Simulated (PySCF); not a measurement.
Species: C₄F₄NO (doublet state).
Cartesian coordinates in Å at the GFN2-xTB level; atoms count from 1:
```xyz
10
C4F4NO angstrom
N     -1.554    1.894   -0.822
C     -1.547    0.857   -0.341
C     -1.509   -0.443    0.246
F     -2.688   -1.081    0.272
C     -0.443   -0.951    0.836
O      0.845   -0.694    0.947
C      1.537   -0.062   -0.038
F      1.144   -0.422   -1.257
F      1.407    1.261    0.045
F      2.817   -0.354    0.090
```

The hyperfine couplings belong to this conformer and change with its torsions.

The species is `N#C/C(F)=[C]\OC(F)(F)F` [radical].

Method: UKS B3LYP, pcH-1 on C F N O, non-relativistic, mean-field spin-orbit, GIAO (PySCF 2.14.0). The structure is a single GFN2-xTB conformer in the gas phase; no vibrational or solvent corrections. A GFN2-xTB geometry isn't a minimum of the functional, and hyperfine couplings can be far from their values at a DFT geometry. No stability test was run, so a lower SCF solution isn't excluded.

Break the g tensor into its mass correction, gauge correction and orbital-Zeeman/spin–orbit terms.

```csv
Δg (ppm),1,2,3
relativistic mass correction,-202,-202,-202
gauge correction,5,32,-13
orbital Zeeman/spin–orbit,-78,32,737
total,-275,-137,523
```

So g = 2.00204, 2.00218, 2.00284 and g_iso = 2.00236; the tensor is rhombic: the two nearest values differ by 17 % of g3 − g1. Axes: g2 points within 15° of the C3–C5 bond.

What effective moment and Curie constant follow for a powder?

With the mean of g² = 4.0094 and S(S+1) = 0.75: μ_eff = √(⟨g²⟩S(S+1)) = 1.734 μB and χT = 0.12505·⟨g²⟩·S(S+1) = 0.376 cm³ K/mol (cgs; spin-Hamiltonian part alone).

Average each term over the three axes. Which is largest in size?

The orbital-Zeeman/spin–orbit term 230, the mass correction -202 and the gauge correction 8 ppm, for a total of 37 ppm. The orbital-Zeeman/spin–orbit term is the largest in size. The mass correction is the same along every axis, so the anisotropy comes from the other two: their spans along these axes are 45 (gauge) and 815 ppm (orbital Zeeman/spin–orbit).

What are the electron Larmor frequencies g μB B/h along the three axes at 350 mT?

9.8074, 9.8081, 9.8113 GHz for g1, g2 and g3, a range of 3.9 MHz.

In a frozen sample, at which fields do the three g values resonate at 9.5, 34, 94 and 263 GHz (hyperfine left aside), and which band first spreads them over more than twice a line width of 0.3 mT?

```
band    GHz  B(g3) mT  B(g2) mT  B(g1) mT  spread mT
   X    9.5    338.90    339.01    339.03       0.13
   Q   34.0   1212.89   1213.29   1213.37       0.48
   W   94.0   3353.28   3354.38   3354.61       1.34
   J  263.0   9382.05   9385.14   9385.78       3.74
```

The spread grows in proportion to the frequency. W band is the first where it exceeds 0.6 mT.

Largest spin populations (Mulliken): C5 (+0.95) and C3 (-0.08). C5 is the only atom above +0.15. The positive populations add up to 1.08 and the negative ones to -0.08, together 2S = 1.

The HOMO–LUMO gaps are 6.03 eV among the α and 3.76 eV among the β orbitals.
